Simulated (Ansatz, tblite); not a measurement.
Cost and result up the ladder for As4⁺ (4 atoms). Total charge 1; doublet. Geometry: PBE-D4/def2-SVP.

```xyz
4

As    1.273    0.592   -0.625
As    0.133   -1.514   -0.232
As   -0.261    0.131    1.509
As   -1.146    0.790   -0.652
```

Ansatz on 4 threads of Arm Neoverse V1 on a shared host; xTB runs through tblite on one thread. Times are rough, summed over both states, and most runs start from the orbitals of an earlier one. B2PLYP/def2-TZVP serves as the yardstick here, not as an exact answer. Differences are given only for rows in sets of like size (and for xTB, whose basis is part of the method), since another set adds its own error. The other state is a quartet at its own geometry, which has other bonds, so the gap mixes isomer and spin.

The xTB rows come from tblite. Correlated methods freeze 36 core orbitals; core or outer-core shells of As are correlated, in sets that lack core-valence functions. The rows differ in basis, and correlated rows in double-zeta sets carry the largest basis error. The structure comes from a short search, and lower isomers may exist.

Correlated methods converge slowly with the basis, most of all in double-zeta sets (MP2 moves by 0.26 eV from def2-SVP to def2-TZVP here).

xTB has no spin-polarisation term.

```csv
level,functions,wall time,quartet − doublet (eV),difference from B2PLYP/def2-TZVP (eV)
GFN1-xTB,36,0.008 s,2.04,0.28
GFN2-xTB,36,0.009 s,2.02,0.26
PBE-D4/def2-TZVP,192,8.1 s,1.76,0.01
BLYP-D4/def2-TZVP (with forces),192,8.6 s,1.66,-0.10
PBE0-D4/def2-TZVP,192,19 s,1.69,-0.07
r2SCAN-D4/def2-TZVP,192,20 s,1.68,-0.08
MP2/def2-TZVP,192,23 s,2.06,0.30
B2PLYP/def2-TZVP,192,26 s,1.76,0.00
CCSD(T)/def2-SVP,128,50 s,1.56,–
```
